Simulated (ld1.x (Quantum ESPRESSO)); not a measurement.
**Configuration tests for indium (TM)**

```
Element                 : indium
Generator               : ld1.x (Quantum ESPRESSO) 7.5
Type                    : norm-conserving Troullier–Martins (Kleinman–Bylander form)
Functional              : PBE
Relativity              : non-relativistic
Frozen core             : [Kr]
Valence charge          : 13
Reference configuration : 4d10 5s2 5p1
Partial waves           : 5p (bound): rc 2.40 bohr; 4d (bound): rc 0.95 bohr; 4f channel at 0.25 Ry: rc 2.20 bohr; 5s (bound): rc 2.45 bohr
Local potential         : the s channel
Core correction         : a·sin(br)/r model core inside 0.45 bohr
```

Energies are relative to the spin-unpolarised reference configuration 4d10 5s2 5p1; without spin polarisation the order of configurations can differ from experiment.

```
valence configuration  charge  ΔE all-electron (eV)  error AE − PS (meV)
         4d10 5s1 5p0      +2                23.809                 -7.4
         4d10 5s1 5p1      +1                11.266                 -1.4
         4d10 5s1 5p2       0                 5.165                 -2.3
         4d10 5s0 5p3       0                10.535                  -11
          4d9 5s0 5p0      +4               107.992                 -351
```

What are ΔE and the potential's error for 4d10 5s0 5p0?

ΔE = 50.944 eV all-electron; the error (AE − PS) is -56 meV.

What are ΔE and the potential's error for 4d10 5s2 5p0?

ΔE = 5.430 eV all-electron; the error (AE − PS) is -0.4 meV.

Levels in the configuration 4d10 5s1 5p2:

```tsv
level	all-electron (eV)	pseudo (eV)
4d	-21.228	-21.248
5s	-8.506	-8.510
5p	-3.234	-3.233
```
